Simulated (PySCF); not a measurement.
# A ladder of Hamiltonians for Cs⁴³⁺ (caesium, charge +43)

Occupied: 1s1/2, 2s1/2, 2p1/2, 2p3/2, 3s1/2. Hartree-Fock calculated with PySCF 2.14 in an uncontracted even-tempered set (20 s from 4.3 bohr⁻², ratio 2.3; 16 p from 5.2 bohr⁻², ratio 2.3), Gaussian nucleus throughout. NR is non-relativistic, sf-X2C the spin-free one-electron X2C Hamiltonian, X2C adds the bare one-electron spin-orbit term, X2C-SNSO screens it by Boettger's factors, DC is four-component Dirac-Coulomb, and the Gaunt and Breit terms are added at first order (total energies over the DC spinors, levels after relaxing the spinors in that mean field). QED terms are absent. Levels marked empty are virtual spinors of this ion; the basis has s and p functions only, so 3d, which can lie below the n = 4 levels, is absent.

```json
{"Hamiltonian": "NR", "E (hartree)": "-5826.1862", "E − E(DC) (hartree)": "218.2961", "CPU seconds": "0.74"}
{"Hamiltonian": "sf-X2C", "E (hartree)": "-6040.3093", "E − E(DC) (hartree)": "4.1729", "CPU seconds": "0.44"}
{"Hamiltonian": "X2C", "E (hartree)": "-6042.7257", "E − E(DC) (hartree)": "1.7565", "CPU seconds": "0.56"}
{"Hamiltonian": "X2C-SNSO", "E (hartree)": "-6042.5465", "E − E(DC) (hartree)": "1.9358", "CPU seconds": "0.56"}
{"Hamiltonian": "DC", "E (hartree)": "-6044.4822", "E − E(DC) (hartree)": "0.0000", "CPU seconds": "29"}
{"Hamiltonian": "DC+Gaunt", "E (hartree)": "-6038.8990", "E − E(DC) (hartree)": "5.5832", "CPU seconds": "51"}
{"Hamiltonian": "DC+Breit", "E (hartree)": "-6039.3931", "E − E(DC) (hartree)": "5.0891", "CPU seconds": "150"}
```

Q: Give the 3p spin-orbit interval with each Hamiltonian that has one.

A: X2C 95.75; X2C-SNSO 92.09; DC 91.94; DC+Gaunt 90.72; DC+Breit 90.72 (eV).

| level (eV) | NR | sf-X2C | X2C | X2C-SNSO | DC | DC+Gaunt | DC+Breit |
| --- | --- | --- | --- | --- | --- | --- | --- |
| 1s1/2 | -37447.0 | -39016.0 | -39012.7 | -39012.9 | -39046.9 | -38956.2 | -38962.2 |
| 2s1/2 | -8026.4 | -8456.5 | -8455.7 | -8455.8 | -8460.0 | -8450.8 | -8451.4 |
| 2p1/2 | -7736.9 | -7877.4 | -8142.6 | -8132.0 | -8134.0 | -8117.9 | -8119.6 |
| 2p3/2 | -7736.9 | -7877.4 | -7760.3 | -7764.4 | -7767.5 | -7756.1 | -7757.8 |
| 3s1/2 | -3263.8 | -3395.2 | -3395.0 | -3395.0 | -3396.0 | -3393.6 | -3393.9 |
| 3p1/2 (empty) | -3098.0 | -3152.2 | -3218.5 | -3215.8 | -3216.3 | -3212.3 | -3212.9 |
| 3p3/2 (empty) | -3098.0 | -3152.2 | -3122.7 | -3123.7 | -3124.4 | -3121.6 | -3122.2 |
| 4s1/2 (empty) | -1725.3 | -1779.2 | -1779.2 | -1779.2 | -1779.6 | -1778.7 | -1778.8 |

Weight of the small component: 1s1/2 0.0413, 2s1/2 0.00923, 2p1/2 0.00913, 2p3/2 0.00868, 3s1/2 0.00350, 3p1/2 0.00341, 3p3/2 0.00330, 4s1/2 0.00177.

Koopmans' value for the highest occupied level at DC+Breit: 3393.9 eV, against an ionisation energy of 3392 ± 4 eV (theoretical estimate listed by NIST; NIST Atomic Spectra Database, ionization energies); the former lacks relaxation, correlation, QED and recoil.

The whole ladder took 240 s of wall time on 1 thread of Neoverse-N1 (shared host), launched as `OMP_NUM_THREADS=1 python relrun2.py TASK.json OUT` (a driver that calls PySCF for each Hamiltonian).
